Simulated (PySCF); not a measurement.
C4H8OSeSi2, SMILES c1coc(c1)[SiH2][SiH2][SeH], GFN2-xTB optimised geometry. Atoms within 1.6 Å of the plane z = 1.0 Å (x, y, z in Å): Se1 (-2.24, 1.52, 0.10), Si2 (-2.52, -0.76, 0.18), Si3 (-0.45, -1.79, 0.00), C4 (0.87, -0.45, 0.00), C5 (2.24, -0.45, 0.00), C6 (2.65, 0.90, 0.00), C7 (1.50, 1.64, 0.00), O8 (0.43, 0.84, 0.00), H9 (-3.65, 1.82, 0.16), H11 (-3.23, -1.02, 1.43), H13 (-0.17, -2.70, 1.11), H14 (2.87, -1.31, 0.00), H15 (3.65, 1.28, 0.00), H16 (1.32, 2.70, 0.00).

Method: B3LYP/def2-TZVP (PySCF).

Map of the HOMO amplitude (bohr^(-3/2)) on the plane z = 1.0 Å; orbital energy -6.43 eV, overall sign arbitrary:

```
|:::::::::::::::::::::::::::::::|
|:::::::::::::::::::::::::::::::|
|:::::::::::::::::::::::::::::::|
|:::::::::::::::::::::::::::::::|
|:::::::::::::::::::::::::::::::|
|:::::::::::::::::::::::::::::::|
|:::::::::::::::::::::::::::::::|
|:::::::------::::::::::::::::::|
|::::::--===---:::::::::::::::::|
|:::::--=+*++=-:::::::::::::::::|
|:::::--+#%%*=--::::--::::::::::|
|:::::-=+%@@#+--::::---:::::::::|
|:::::--+#@@#+--:::::---::::::::|
|::::::-=*##+=-:::::::--::::::::|
|::::::--=++=--::..:::::::::::::|
|::::::::-----:::...::::::::::::|
|:::::....:--::::....:::::::::::|
|:::::.   .::::::...::::::::::::|
|:::::.   ..::::::::::::::::::::|
|:::::.. ...::::::::::::::::::::|
|::::::....:::::::::::::::::::::|
|:::::::::::::::::::::::::::::::|
|:::::::::::::::::::::::::::::::|
|:::::::::::::::::::::::::::::::|
|:::::::::::::::::::::::::::::::|
|:::::::::::::::::::::::::::::::|
|:::::::::::::::::::::::::::::::|
|:::::::::::::::::::::::::::::::|
|:::::::::::::::::::::::::::::::|
|:::::::::::::::::::::::::::::::|
|:::::::::::::::::::::::::::::::|
```
Scale: ten equal steps from -0.057 (start of ' ') to 0.178 (end of '@'), in the order ' .:-=+*#%@'; x runs from -6.00 to 6.00, y from -6.00 (bottom) to 6.00 (top).
